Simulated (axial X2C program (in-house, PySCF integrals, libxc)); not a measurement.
**Bond lengths and stretching modes, held linear, of HInF**

Computed with an axial X2C code built on PySCF integrals: two-component X2C with atomic mean-field Coulomb and Gaunt terms, Gaussian nuclei, basis H dyall-v3z, In dyall-v3z, F dyall-av3z with contracted cores. Spin-free rows use the one-electron spin-free X2C Hamiltonian.

Masses H 1.008, In 114.904, F 18.998 u. States: 2c Ω = 1/2 (beyond evenly filled blocks: ω = 1/2); spin-free M_S = 1/2, Λ = 0 (beyond evenly filled blocks: σα).

HF, spin-free: energies above the lowest point

```json
{"r(H–In) (Å)": "1.9588", "r(In–F) (Å)": "1.9705", "E (meV)": "58.89"}
{"r(H–In) (Å)": "1.9588", "r(In–F) (Å)": "2.0210", "E (meV)": "53.09"}
{"r(H–In) (Å)": "1.9588", "r(In–F) (Å)": "2.0715", "E (meV)": "84.35"}
{"r(H–In) (Å)": "2.0090", "r(In–F) (Å)": "1.9705", "E (meV)": "35.41"}
{"r(H–In) (Å)": "2.0090", "r(In–F) (Å)": "2.0210", "E (meV)": "31.46"}
{"r(H–In) (Å)": "2.0090", "r(In–F) (Å)": "2.0715", "E (meV)": "64.71"}
{"r(H–In) (Å)": "2.0090", "r(In–F) (Å)": "2.1221", "E (meV)": "126.32"}
{"r(H–In) (Å)": "2.0592", "r(In–F) (Å)": "1.9705", "E (meV)": "16.59"}
{"r(H–In) (Å)": "2.0592", "r(In–F) (Å)": "2.0210", "E (meV)": "14.35"}
{"r(H–In) (Å)": "2.0592", "r(In–F) (Å)": "2.0715", "E (meV)": "49.41"}
{"r(H–In) (Å)": "2.1094", "r(In–F) (Å)": "2.0210", "E (meV)": "0.00"}
{"r(H–In) (Å)": "2.1094", "r(In–F) (Å)": "2.1221", "E (meV)": "101.84"}
```

Task: Fit a quadratic surface with cubic terms in each bond: where is the minimum, and what are the two stretching wavenumbers?

Result: At HF, spin-free: bonds 1.208 and 2.035 Å; harmonic stretches 476.2 and 1905.0 cm⁻¹; force constants 2.14, 2.18 and coupling 0.11 mdyn/Å.

The other levels and Hamiltonians give:

| Hamiltonian | level | r(H–In) (Å) | r(In–F) (Å) | lower stretch (cm⁻¹) | upper stretch (cm⁻¹) |
| --- | --- | --- | --- | --- | --- |
| 2c | PBE0 | 2.008 | 2.018 | 490.9 | 821.3 |
| 2c | BHandHLYP | 2.044 | 2.008 | 501.5 | 716.0 |
| spin-free | PBE0 | 2.009 | 2.018 | 491.2 | 821.9 |
| spin-free | BHandHLYP | 2.045 | 2.008 | 501.8 | 716.9 |
| spin-free | MP2 | 2.037 | 2.013 | 499.5 | 609.6 |

Each state is one determinant, the lowest of a limited PBE0 search; the stretches come from a fit to these few points and carry an uncertainty of a few per cent. Other orders of the atoms were not compared. Left out for rough or failed fits: HF 2c, MP2 2c. The levels spread by more than a fifth, so the stretches depend strongly on the method. MP2 freezes inner shells (threshold -2 hartree). The molecule was held linear; bending was not examined, so a bent shape may lie lower.
